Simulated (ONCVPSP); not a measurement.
# oxygen, ONCV: configuration errors across variants

* Element: oxygen (O)
* Generator: ONCVPSP 4.0.1
* Type: optimised norm-conserving Vanderbilt (ONCV)
* Functional: PBE
* Relativity: scalar-relativistic
* Frozen core: [He]
* Valence charge: 6
* Reference configuration: 2s2 2p2.5 (charge +1.5)
* Partial waves: 2s: rc 0.65 bohr, ncon 3, nbas 7, qcut 12.1 1/bohr, local; 2p: rc 1.95 bohr, ncon 5, nbas 8, qcut 7.2 1/bohr, 1 projector; d scattering state at 0.02 Ha: rc 1.55 bohr, ncon 4, nbas 7, qcut 5.3 1/bohr, 2 projectors, debl 3.4 Ha
* Local potential: the s channel
* Core correction: none

All-electron excitation energies from the reference (eV): (1) 2s2 2p4 -30.874; (2) 2s2 2p3 -14.443; (3) 2s2 2p2 19.143; (4) 2s1 2p4 0.786.

1 further variants failed, have other tests or another functional or relativity, and are left out.

Errors AE − PS in meV (a dash: test not solved or not reliable):

```tsv
change	(1)	(2)	(3)	(4)	bound ghosts	GHOST(+) flags above zero
base	+164	+36	+60	+180	none	none
s: nproj 1; local potential polynomial inside 0.60 bohr (lpopt 3, dvloc0 6 Ha)	+165	+36	+60	+180	none	none
d: debl 3.55	+164	+36	+60	+180	none	none
all radii scaled by about 0.80 (s 0.52, p 1.58, d 1.24 bohr)	+81	+19	+33	+132	none	none
core correction Teter function, fcfact 5.25, rcfact 1.15	+165	+36	+60	+181	none	none
s: qcut 13; p: qcut 7.7; d: qcut 5.7	+147	+33	+54	+167	none	none
p: nbas 9	+176	+39	+63	+189	none	none
s: qcut 18.5	+168	+37	+61	+201	none	none
p: rc 2.52	+438	+86	+131	+340	none	none
```

Q: Give the same row for: s: qcut 17.1.

A: +166, +36, +60, +190; bound ghosts: none; GHOST(+) flags above zero: none.
